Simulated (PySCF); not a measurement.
# Orbital picture of ZrO

r²SCAN at R = 1.722 Å; Zr def2-TZVPPD with ECP28, O def2-TZVPPD; scalar-relativistic core potentials (PySCF 2.14). State: ³Δ (triplet), unpaired electrons σ ↑, δ ↑. Only the outer orbitals are listed, counted within each symmetry, core potentials removing the inner ones.

| spin | orbital | occ. | ε (eV) | on Zr (%) | main shells (%) |
| --- | --- | --- | --- | --- | --- |
| α | 4σ | 1 | -21.52 | 15 | 85 O s, 8 Zr p |
| α | 2π | 1 | -7.63 | 25 | 74 O p, 23 Zr d |
| α | 2π | 1 | -7.63 | 25 | 74 O p, 23 Zr d |
| α | 5σ | 1 | -7.53 | 27 | 68 O p, 24 Zr d |
| α | 6σ | 1 | -4.58 | 101 | 87 Zr s |
| α | 1δ | 1 | -4.01 | 100 | 100 Zr d |
| α | 1δ | 0 | -2.52 | 100 | 100 Zr d |
| α | 3π | 0 | -2.13 | 94 | 57 Zr p, 36 Zr d |
| α | 3π | 0 | -2.13 | 94 | 57 Zr p, 36 Zr d |
| β | 1π | 1 | -32.00 | 100 | 100 Zr p |
| β | 1π | 1 | -32.00 | 100 | 100 Zr p |
| β | 4σ | 1 | -21.67 | 16 | 85 O s, 9 Zr p |
| β | 2π | 1 | -7.68 | 20 | 79 O p, 18 Zr d |
| β | 2π | 1 | -7.68 | 20 | 79 O p, 18 Zr d |
| β | 5σ | 1 | -7.50 | 23 | 73 O p, 20 Zr d |
| β | 6σ | 0 | -2.36 | 109 | 98 Zr s |
| β | 1δ | 0 | -1.64 | 100 | 100 Zr d |
| β | 1δ | 0 | -1.03 | 100 | 100 Zr d |

**Question.** Which are the highest filled and the lowest empty level, where do they sit, and how wide is the gap?

**Answer.** Highest filled α 1δ at -4.01 eV (in %: 100 Zr d); lowest empty α 1δ at -2.52 eV (in %: 100 Zr d); the gap at r²SCAN is 1.49 eV. Both belong to one degenerate shell, split only by its one-sided filling, so this is no excitation gap.

```
bond order (Mayer)                              : 2.19
⟨S²⟩                                            : 2.012
charge on Zr (Mulliken, basis-dependent)        : 0.56
charge on Zr (Löwdin, basis-dependent)          : 0.46
dipole moment (positive dipole means Zr(−)O(+)) : -3.93 D
```

Shares are Mulliken populations and can fall outside 0 to 100 %.

The measured ground state is X ¹Σ+ (Huber and Herzberg, Constants of Diatomic Molecules (1979)), not the state shown. Spin–orbit coupling is left out. The state is the lowest single determinant that the PBE0 search found; with open d or f shells the true ground state can be another one.
